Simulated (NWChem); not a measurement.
AlHBrCl; SMILES [AlH]([Cl])[Br]

```xyz
4

Al    -0.7670    -0.6198     0.0000
H     -2.3291    -0.7463     0.0000
Cl     0.4343    -2.3467     0.0000
Br     0.2354     1.4037     0.0000
```
Atoms are numbered in this order, from 1.

All runs: NWChem. All runs use the structure optimised with B3LYP/6-31G* (spherical d). GIAO values for the isolated, static molecule; σ is the absolute isotropic shielding, δ = σ(reference) − σ with the isolated reference molecule computed at the same levels (1H: tetramethylsilane). Spin-orbit effects, on the heavy nuclei and on their neighbours, are missing.

For level PBE0/pcSseg-1:

```yaml
"σ Al1 (ppm)": 367.7
"δ H2 (ppm)": 5.17
"σ Cl3 (ppm)": 855.6
"σ Br4 (ppm)": 2513.4
```

Q: What are these values for level PBE/pcSseg-1?

A: The σ Al1 (ppm) comes out as 351.4, the δ H2 (ppm) is 5.35 and the σ Cl3 (ppm) comes out as 810.9. The σ Br4 (ppm) is 2414.6.
